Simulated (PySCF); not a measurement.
Static response to an electric field

Compound: C₄H₇F₃Si.
Structure used (GFN2-xTB), in Å, numbered top down from 1:
```xyz
15
C4H7F3Si angstrom
F     -2.2590    1.5859    0.0720
C     -2.0186    0.2601    0.0932
F     -2.2110   -0.1365    1.3594
F     -3.0048   -0.3032   -0.6316
C     -0.6593   -0.0746   -0.4370
C      0.0160   -1.3244    0.0366
C      0.5246    0.0116    0.4885
Si     2.1586    0.7081   -0.1552
H     -0.5525    0.2274   -1.4710
H     -0.5123   -1.9456    0.7454
H      0.5879   -1.8819   -0.6894
H      0.2742    0.2720    1.5106
H      2.0684    2.1670   -0.1623
H      2.3585    0.1970   -1.5129
H      3.2247    0.2453    0.7318
```

Level: PBE0/def2-SVPD (PySCF), static field, nuclei fixed, core orbitals frozen in the response. The polarisability tensor in these axes (au):

```
x   86.06  3.69  0.73
y    3.69 72.22 -0.18
z    0.73 -0.18 65.94
```

**Question.** What are the eigenvalues, a third of the trace, and Δα (Δα² = ½Σ(αi − αj)² over the three pairs)?

**Answer.** Principal values 65.89, 71.32 and 87.01 au; mean 74.74 au = 11.08 Å³ = 12.32 × 10⁻⁴⁰ C²·m²/J; Δα = 19.00 au (25 % of the mean).

**Question.** What is the dipole moment, and where does it point?

**Answer.** (2.29, -0.84, -0.39) D, 2.47 D in size, pointing from the negative to the positive side. Measured along this direction, the outermost atoms are F1 and F4 at the negative end and H15 at the positive end.

**Question.** Molar refractivity from α?

**Answer.** Lorentz–Lorenz: R = (4π/3)N_A α = 2.5225 cm³/(mol·Å³) × 11.08 Å³ = 27.9 cm³/mol, in the limit of long wavelengths.

**Question.** Along which axes do the principal values lie, and how far do the nuclei extend along each?

**Answer.** Largest value along (0.97, 0.24, 0.03), where the nuclei span 6.22 Å; middle along (-0.24, 0.97, -0.07), 3.99 Å; least along (-0.05, 0.06, 1.00), 3.12 Å. The response follows the extents in order.

**Question.** What would n − 1 = 2πNα be for an ideal gas of these molecules at 400 K and 1 atm, electronic part alone?

**Answer.** N = p/kT = 1.8347 × 10¹⁹ cm⁻³, so n − 1 = 2π × N × 11.08 × 10⁻²⁴ cm³ = 1277 × 10⁻⁶ at long wavelengths.

**Question.** Orientational against electronic polarisability at 350 K (dilute gas, rigid molecules)?

**Answer.** In Gaussian units μ²/3kT = 42.17 Å³ against 11.08 Å³, a ratio of 3.81; the Debye molar polarisation (4π/3)N_A(α + μ²/3kT) is 134.3 cm³/mol, leaving out the vibrational part.

**Question.** Form Σ f/ω² (atomic units) for the 6 lowest TDDFT singlets, given as eV and f, and set it beside the mean polarisability, which is this sum over all singlets: 8.01, 0.0290; 8.15, 0.0061; 8.58, 0.0423; 8.65, 0.0054; 8.72, 0.0182; 8.78, 0.0305.

**Answer.** They add up to 1.35 au, 1.8 % of the 74.74 au; the largest single term is 0.43 au, from the state at 8.58 eV. Terms in order: 0.33, 0.07, 0.43, 0.05, 0.18, 0.29 au. Higher excitations give the rest. The strengths listed sum to 0.131.

Geometry: GFN2-xTB; no solvent, vibrations or thermal averaging.
